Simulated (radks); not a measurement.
The numbers below are computed, except where a source is named.
Charge is removed step by step from the 4s down level of neutral calcium, starting from [Ar] 4s(up 1, down 1). Level of theory: non-relativistic Kohn-Sham, BLYP, spin-polarised, spherical densities, point nucleus (a radial shooting solver on a logarithmic mesh with Libxc functionals).

| removed (e) | E - E(0) (eV) | eigenvalue (eV) |
|---|---|---|
| 0 | 0.000 | -3.600 |
| 0.1 | 0.383 | -4.071 |
| 0.2 | 0.814 | -4.549 |
| 0.3 | 1.294 | -5.035 |
| 0.4 | 1.822 | -5.528 |
| 0.5 | 2.399 | -6.028 |
| 0.6 | 3.028 | -6.535 |
| 0.7 | 3.707 | -7.049 |
| 0.8 | 4.438 | -7.567 |
| 0.9 | 5.220 | -8.084 |

The mean slope of the eigenvalue, de/dn, is 4.98 eV per electron.
